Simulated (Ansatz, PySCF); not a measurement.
Al(F)(Br)(Me) (CH3AlBrF), SMILES [CH3][Al]([F])[Br]. Atoms are numbered in the order given.

```xyz
7

Al     0.1233     0.9319     0.0000
F      1.6865     1.5062     0.0000
Br    -0.1025    -1.3125     0.0000
C     -1.3681     2.1641     0.0000
H     -2.3375     1.6433     0.0000
H     -1.3234     2.8186     0.8868
H     -1.3234     2.8186    -0.8868
```
Charge 0, spin multiplicity 1.

Coordinates come from a B3LYP-D3(BJ)/def2-SVP optimisation. The structure was generated by enumeration; whether it is a known compound was not checked.

Vertical ionisation energy (IE) and electron affinity (EA) in eV. Rows of orbital energies are one-electron estimates. Where ΔSCF, EOM or ADC give a negative EA the extra electron is unbound and the value depends on the basis.

```tsv
level	IE	EA
−ε(HOMO), −ε(LUMO), r2SCAN/def2-TZVP (PySCF)	7.65	1.18
−ε(HOMO), −ε(LUMO), PBE/def2-TZVP (PySCF)	7.32	1.53
ΔSCF, CAM-B3LYP/def2-SVPD (Ansatz), final states of multiplicity 2 and 2	11.08	-0.34
ΔSCF, PBE/def2-SVPD (Ansatz), final states of multiplicity 2 and 2	10.52	-0.13
```

What vertical singlet–triplet gap does ΔSCF give with CAM-B3LYP/def2-SVPD (Ansatz, a program for electronic structure) and with PBE/def2-SVPD (Ansatz)? (The exact figures need the calculation; the answer reports its results.)

6.48 and 5.74 eV (triplet above singlet where positive).
